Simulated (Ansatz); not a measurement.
A further run on [TcNCl4]2- (TcNCl4²⁻).

```yaml
crystal:
  periodic: [false, false, false]
  atoms:
    - {symbol: Tc, position_ang: [0.000139, -0.000234, 0.141132]}
    - {symbol: N, position_ang: [0.002244, -0.005774, 1.725441]}
    - {symbol: Cl, position_ang: [2.369902, 0.012958, -0.469370]}
    - {symbol: Cl, position_ang: [-0.017565, 2.371985, -0.459616]}
    - {symbol: Cl, position_ang: [-2.371050, -0.010100, -0.463865]}
    - {symbol: Cl, position_ang: [0.016320, -2.368847, -0.473721]}
basis:
  gaussian: {orbitals: def2-TZVPP}
total_charge: -2
hamiltonian: {xc: {name: RPBE}}
output: {forces: true}
```

```sh
$ ansatz run in.yaml --threads 4 --pin off --events-out ev --progress --plain --max-ram 8704MiB
```

It prints (some lines left out):

```
Functional definition: RPBE
1661 factors; their error is unknown
mean field evaluation 1: about -53771.6419 eV, gradient 8.7e1 eV
mean field evaluation 2: about -53525.2859 eV, gradient 3.2e2 eV
mean field evaluation 4: about -53785.4898 eV, gradient 7.5e0 eV
mean field evaluation 8: about -53785.5884 eV, gradient 3.6e-1 eV
mean field evaluation 16: about -53785.5567 eV, gradient 2.0e-4 eV
mean field -53785.55670640 eV, -1976.5827518004 hartree, gradient 1.1e-5 eV, S^2 0.000000; 0 other end points of the search recorded, 0 dependent functions left out
reference -53785.55676527 eV, -1976.5827539638 hartree; 46, 46 occupied and 209, 209 virtual orbitals, 1661 factors
Total energy: -53785.55676527 eV, -1976.5827539638 hartree
Atom 0 at     0.000139    -0.000234     0.141132 Å, force    -0.001797     0.003008    -1.859256 eV/Å
Atom 1 at     0.002244    -0.005774     1.725441 Å, force     0.002153    -0.004948     2.105256 eV/Å
Atom 2 at     2.369902     0.012958    -0.469370 Å, force     0.225741     0.009440    -0.061946 eV/Å
Atom 3 at    -0.017565     2.371985    -0.459616 Å, force     0.005940     0.226196    -0.060184 eV/Å
Atom 4 at    -2.371050    -0.010100    -0.463865 Å, force    -0.225983    -0.007981    -0.061060 eV/Å
Atom 5 at     0.016320    -2.368847    -0.473721 Å, force    -0.006054    -0.225716    -0.062809 eV/Å
Dipole moment:     0.000115    -0.000245     0.126865 e Å
```

It took 3.7 s on 4 threads of Arm Neoverse V1 on a shared host.

In the def2 sets Tc takes a core potential; there is no spin–orbit coupling. A multiply charged anion in the gas phase is held together partly by the finite basis. Removing one electron lowers the energy by 0.78 eV at PBE0-D4/def2-TZVPD, so it isn't bound. The highest occupied level of an anion often lies above zero with these methods, and sets without diffuse functions describe the outer electron poorly.

The dipole of an ion depends on the origin.
